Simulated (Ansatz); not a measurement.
System: germane, GeH4 (charge 0, singlet). 
Coordinates optimised at B3LYP-D3(BJ)/def2-TZVP (Ansatz, an electronic-structure program):
SMILES: [GeH4]
```xyz
5

Ge     0.0000     0.0000     0.0000
H     -0.6208    -0.8994    -1.0791
H      0.5682    -0.8726     1.1290
H     -1.0772     0.9355     0.5687
H      1.1298     0.8365    -0.6186
```
Charge 0, spin multiplicity 1.

Basis-set convergence of Hartree-Fock and CCSD(T) correlation energies (hartree) with Ansatz. Cores are frozen in the correlated levels unless marked. No spin-orbit coupling. The frozen core is the preceding noble-gas configuration, with the filled d and f shells of earlier blocks. Non-relativistic.

| basis | functions | E(HF) | E(corr, CCSD(T)) |
|---|---|---|---|
| aug-cc-pVDZ | 72 | -2077.64393 | -0.15129 |
| aug-cc-pVTZ | 151 | … | … |

Task: Complete the blanks.

Result: 
- aug-cc-pVTZ, E(HF): -2077.71816
- aug-cc-pVTZ, E(corr, CCSD(T)): -0.17323
